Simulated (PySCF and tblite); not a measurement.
Results of a calculation; reference values are marked as such.
C6H6O3, numbered as in [CH3:1][C:2](=[O:3])[c:4]1[cH:5][c:6]([OH:7])[cH:8][o:9]1.

Geometries GFN2-xTB; weights from PBE0-D3(BJ)/pcSseg-1 energies and GFN2-xTB thermal corrections, with symmetry numbers and mirror pairs. Conformers within 2.5 kcal/mol (GFN2-xTB free energy) were kept, 4 at most. Couplings: B3LYP/pcSseg-1 with pcJ-1 on H (gas phase; spin-dipole term only for pairs with B, N, F, Si or P). Couplings are for ¹H. (PySCF 2.14, tblite 0.8.)

Torsions listed: O3–C2–C4–O9, C5–C6–O7–H7.

```tsv
conformer	shape	weight %
1	180°, 0°	61.6
2	180°, 180°	38.4
```

Question: Give the couplings in each conformer and the averages at 298.15 K (pairs that fast motion interchanges averaged).

Answer: 
```
 coupling  pairs      1      2  average (Hz)
²J(H1,H1)      3  -15.4  -15.4         -15.4
⁴J(H5,H8)      1    0.7    0.8           0.7
```

Other tautomers (keto or thione forms) aren't considered and may dominate.


Conformer gaps in pcSseg-1 on xTB geometries can be 2 kcal/mol off for S=O, P=O and other polar bonds.